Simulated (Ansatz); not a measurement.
Ansatz (a program for electronic structure) input:
A basis named .json is the Basis Set Exchange file of that set.

Ansatz 0.2 input:
```yaml
crystal:
  periodic: [false, false, false]
  atoms:
    - {symbol: O, position_ang: [-1.35205045, -2.32720798, -0.70117153]}
    - {symbol: C, position_ang: [-0.63706803, -1.35167465, -0.43953286]}
    - {symbol: C, position_ang: [0.81193283, -1.26821693, -0.71942010]}
    - {symbol: C, position_ang: [1.40604380, -0.12824171, -0.36110246]}
    - {symbol: Se, position_ang: [0.18967376, 1.11537262, 0.43587848]}
    - {symbol: C, position_ang: [-1.12230585, -0.14611220, 0.18192749]}
    - {symbol: H, position_ang: [1.32116605, -2.09973991, -1.18608148]}
    - {symbol: H, position_ang: [2.44267506, 0.14793579, -0.46872421]}
    - {symbol: H, position_ang: [-2.14796178, 0.01227197, 0.47307718]}
basis:
  gaussian:
    orbitals: def2-QZVPP.json
hamiltonian:
  xc: {name: PBE0}
magnetization: {spin_polarized: true, initial_magnetization: 1}
```

Question: What final total energy does it print?

Answer: -2630.55371 Eh (PBE0/def2-QZVPP). The basis has 464 functions.

It need not be the lowest isomer of its formula.
